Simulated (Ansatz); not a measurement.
The cluster Ga₆S₁₀⁻, 16 atoms. Hardware: 2 threads of AMD EPYC 7R13 on a shared host and a share (18 GiB) of an NVIDIA H100 80GB HBM3.

Correlated methods freeze 104 core orbitals; core or outer-core shells of Ga are correlated, in sets that lack core-valence functions. Single mean-field runs in def2-TZVP are fitted with def2-universal-jkfit.

(1) How many basis functions does each of these Ansatz runs have, and roughly what does it cost? PBE0-D4/def2-TZVP, charge -1 doublet, energy, from earlier orbitals; PBE-D4/def2-SVP, charge -1 doublet, energy with a search over starts; PBE0-D4/def2-SVP, charge -1 doublet, energy, from earlier orbitals; revPBE-D4/def2-TZVP, charge -1 doublet, energy, from earlier orbitals; RPA@PBE/def2-SVP, charge -1 doublet, energy, from earlier orbitals; PBE-D4/def2-SVP, charge -1 doublet, relaxation, 12 steps; r2SCAN-D4/def2-TZVP, charge -1 doublet, energy, from earlier orbitals; PBE-D4/def2-SVP, charge -1 doublet, energy, from earlier orbitals; MP2/def2-SVP, charge -1 doublet, energy, from earlier orbitals; PBE-D4/def2-TZVP, charge -1 doublet, energy and forces, from earlier orbitals.

Answers

(1) Other jobs shared the machine, so times can vary by a factor of up to 3.

```csv
run,functions,fitting or Cholesky vectors,wall time,peak host memory (GiB)
"MP2/def2-SVP, charge -1 doublet, energy, from earlier orbitals",372,3494,8 s,1
"PBE-D4/def2-SVP, charge -1 doublet, energy, from earlier orbitals",372,4180,8.6 s,1.1
"r2SCAN-D4/def2-TZVP, charge -1 doublet, energy, from earlier orbitals",658,2876,9.5 s,1.4
"PBE0-D4/def2-SVP, charge -1 doublet, energy, from earlier orbitals",372,3494,10 s,1.1
"revPBE-D4/def2-TZVP, charge -1 doublet, energy, from earlier orbitals",658,2876,10 s,1.2
"RPA@PBE/def2-SVP, charge -1 doublet, energy, from earlier orbitals",372,3494,11 s,2.1
"PBE0-D4/def2-TZVP, charge -1 doublet, energy, from earlier orbitals",658,2876,13 s,1.2
"PBE-D4/def2-TZVP, charge -1 doublet, energy and forces, from earlier orbitals",658,2876,15 s,1.3
"PBE-D4/def2-SVP, charge -1 doublet, energy with a search over starts",372,4180,32 s,1.3
"PBE-D4/def2-SVP, charge -1 doublet, relaxation, 12 steps",372,4180,72 s,1.1
```
